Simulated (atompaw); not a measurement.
**chromium (Cr) PAW (atompaw): all-electron and pseudo phase curves**

chromium (Cr), PAW, made with atompaw 4.2.0.5 (PBE, scalar-relativistic). Core [Ne] 3s2, reference 3p6 3d4 4s2 4p0. Waves: 4s (bound): rc 3.00 bohr; 4s channel at 2.6 Ry: rc 3.00 bohr; 3p (bound): rc 1.25 bohr; 4p (bound, empty): rc 1.60 bohr; 3d (bound): rc 1.40 bohr; 3d channel at -0.1 Ry: rc 1.40 bohr. Local part: vpsmatchnc scheme with l = 3 at 0 Ry, radius 2.55 bohr. Core correction: smooth core density matched at 2.15 bohr. Augmentation charge: sinc compensation charge, radius 2.15 bohr; PAW radius 3.00 bohr; waves and projectors: custom polynom2 7 10 vanderbiltortho.

The phase is arctan(r·u′/u) with u = r·R(r), unwrapped; energies in Ry, scanned from -6 to 5 Ry. A pole is an energy at which the radial function vanishes at the test radius. The pseudo phase is shifted by a multiple of π to meet the all-electron one at the reference energy, and phase errors are pseudo minus all-electron; the curves can meet again beyond the range given. Levels narrower than the energy grid can be missing from the lists of poles.

```
channel  radius (bohr)  reference energy (Ry)  poles, all-electron  poles, pseudo  unbroken range about the reference energy with phases within 0.05 rad  phase error 1 Ry above the reference energy (rad)
      s           3.01                  -0.36          -5.74, 0.88     0.79, 1.47                                                            -5.7 to 1.2                                             -0.016
      p           3.01                  -0.10          -3.62, 1.67    -3.62, 1.68                                                              below 3.7                                             +0.001
      d           3.01                  -0.44          -0.34, 3.06    -0.34, 3.06                                                        the whole range                                             +0.000
```

Phases in the d channel:

```
E (Ry)  all-electron  pseudo
 -6.00         1.436   1.436
 -5.76         1.433   1.433
 -5.52         1.430   1.430
 -5.28         1.427   1.427
 -5.04         1.424   1.424
 -4.80         1.420   1.420
 -4.56         1.416   1.416
 -4.32         1.412   1.412
 -4.08         1.408   1.408
 -3.84         1.403   1.403
 -3.60         1.397   1.397
 -3.36         1.391   1.391
 -3.12         1.385   1.385
 -2.88         1.377   1.377
 -2.64         1.368   1.369
 -2.40         1.359   1.359
 -2.16         1.347   1.347
 -1.92         1.333   1.333
 -1.68         1.316   1.316
 -1.44         1.294   1.294
 -1.20         1.263   1.263
 -0.96         1.212   1.212
 -0.72         1.087   1.087
 -0.48        -0.511  -0.511
 -0.24        -1.720  -1.720
  0.00        -1.859  -1.859
  0.24        -1.958  -1.958
  0.48        -2.082  -2.082
  0.72        -2.282  -2.282
  0.96        -2.672  -2.672
  1.20        -3.360  -3.359
  1.44        -3.966  -3.964
  1.68        -4.276  -4.275
  1.92        -4.438  -4.437
  2.16        -4.534  -4.534
  2.40        -4.600  -4.600
  2.64        -4.648  -4.648
  2.88        -4.687  -4.687
  3.12        -4.720  -4.720
  3.36        -4.750  -4.750
  3.60        -4.779  -4.780
  3.84        -4.809  -4.811
  4.08        -4.843  -4.845
  4.32        -4.882  -4.886
  4.56        -4.934  -4.940
  4.80        -5.007  -5.019
```
